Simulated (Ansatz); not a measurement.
CHF2 (SMILES F[CH]F) moved off its minimum; all values from Ansatz (an electronic-structure program), cores frozen in correlated methods. Open shells are unrestricted.
(charge 0, multiplicity 2)
```xyz
4

F     -1.08610    -0.23875    -0.03404
C      0.02242     0.42282     0.30710
F      1.11175    -0.31263    -0.12492
H     -0.04446     1.50079    -0.08062
```

Forces at MP2/cc-pVTZ (eV/Å):

| atom | Fx | Fy | Fz |
|---|---|---|---|
| F1 | 0.327 | 0.191 | 0.436 |
| C2 | 0.517 | -0.001 | -1.904 |
| F3 | -1.440 | 1.457 | 0.745 |
| H4 | 0.596 | -1.647 | 0.724 |

**Question.** Give the forces (eV/Å), the total energy and the dipole at CCSD(T)/cc-pVTZ.

**Answer.** 
```tsv
atom	Fx	Fy	Fz
F1	0.273	0.149	0.416
C2	0.548	-0.049	-1.829
F3	-1.402	1.414	0.729
H4	0.581	-1.514	0.684
```
Energy -238.0224 hartree, dipole 1.51 D.
